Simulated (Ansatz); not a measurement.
Reaction (formal hydrolysis of a Ga–C bond): `[CH3][Ga]([NH2])[OH]` + H₂O → `[NH2][Ga]([OH])[OH]` + CH₄

Program: Ansatz. Geometries: PBE0-D4/def2-TZVP. ΔE: electronic, gas phase. CBS: MP2 limit from def2 TZ/QZ plus the TZ coupled-cluster correction, frozen cores. This one scheme is used for every species. Functionals use def2-TZVPP. B3LYP here is the variant with VWN-RPA as its local correlation; programs differ in this. For Ga outer-core shells are correlated without core-valence functions, which leaves a few kJ/mol of doubt a bond. Scalar relativity is left out up to krypton. Each species was taken in one conformer, which may not be the lowest.

```json
{"level": "B3LYP-D4", "ΔE (kcal/mol)": "-15.6"}
{"level": "r2SCAN0-D4", "ΔE (kcal/mol)": "-15.5"}
{"level": "CAM-B3LYP", "ΔE (kcal/mol)": "-16.5"}
{"level": "LC-ωPBE", "ΔE (kcal/mol)": "-15.1"}
```

Question: What does CCSD(T)/CBS give? (Estimate.)

Answer: Ansatz gave: -14.0 kcal/mol. The listed levels differ from it by -1.6, -1.5, -2.5, -1.1 kcal/mol.

Question: What do rigid-rotor, harmonic-oscillator terms from PBE0-D4/def2-TZVP frequencies (298.15 K, 1 bar) make of the CCSD(T)/CBS value? (Estimate.)

Answer: Computed: ΔZPE = +0.7 kcal/mol, ΔH = -13.8 kcal/mol, ΔS = -27 J/(mol·K), ΔG = -11.8 kcal/mol. Modes under 50 cm⁻¹ make the entropy rough.

Largest T1 diagnostic among the species: 0.013.

At CCSD(T), def2-SVP lies −5.1 kcal/mol from the extrapolated value and def2-TZVPP −1.6 kcal/mol. In def2-TZVPP, CCSD(T) changes the Hartree–Fock value by +3.4 kcal/mol (the triples alone add +0.2 kcal/mol) and MP2 by +3.2 kcal/mol. Leaving LDA and LC-ωPBE aside and taking each functional with its dispersion term where it has one, the values, not all of them listed here, spread over 2.8 kcal/mol, from B97M-V to PBE-D4. LDA lies +1.2 kcal/mol from PBE without D4.
